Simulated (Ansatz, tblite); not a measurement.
Cost and result up the ladder for the cluster Ge2Cl2 (the lowest singlet isomer of a short search) (4 atoms). The state is a singlet with charge 0. Geometry: PBE-D4/def2-SVP.

Cartesian coordinates in Å:
```
Ge 1.041 -0.378 -0.906
Ge 0.233 0.576 1.289
Cl -0.671 1.403 -0.856
Cl -0.603 -1.601 0.473
```

Ansatz on 4 threads of Arm Neoverse V2 on a shared host; xTB runs through tblite on one thread. Times are rough, summed over both states, and most runs start from the orbitals of an earlier one. PBE0-D4/def2-TZVP serves as the yardstick here, not as an exact answer. The other state is a doublet.

The xTB rows come from tblite. The structure comes from a short search, and lower isomers may exist.

Raw xTB energies of ions are shifted by several eV.

```json
{"level": "GFN2-xTB", "functions": "36", "vertical IE (eV)": "12.12", "difference from PBE0-D4/def2-TZVP (eV)": "4.22"}
{"level": "PBE-D4/def2-TZVP", "functions": "170", "vertical IE (eV)": "7.80", "difference from PBE0-D4/def2-TZVP (eV)": "-0.10"}
{"level": "r2SCAN-D4/def2-TZVP (with forces)", "functions": "170", "vertical IE (eV)": "7.89", "difference from PBE0-D4/def2-TZVP (eV)": "0.00"}
{"level": "GFN1-xTB", "functions": "36", "vertical IE (eV)": "11.58", "difference from PBE0-D4/def2-TZVP (eV)": "3.68"}
{"level": "PBE0-D4/def2-TZVP", "functions": "170", "vertical IE (eV)": "7.90", "difference from PBE0-D4/def2-TZVP (eV)": "0.00"}
```

Question: Estimate how long each takes.

Answer: GFN2-xTB 0.007 s; GFN1-xTB 0.018 s; PBE-D4/def2-TZVP 3.6 s; PBE0-D4/def2-TZVP 7.5 s; r2SCAN-D4/def2-TZVP (with forces) 11 s. On shared hardware such times vary by a factor of up to 3.
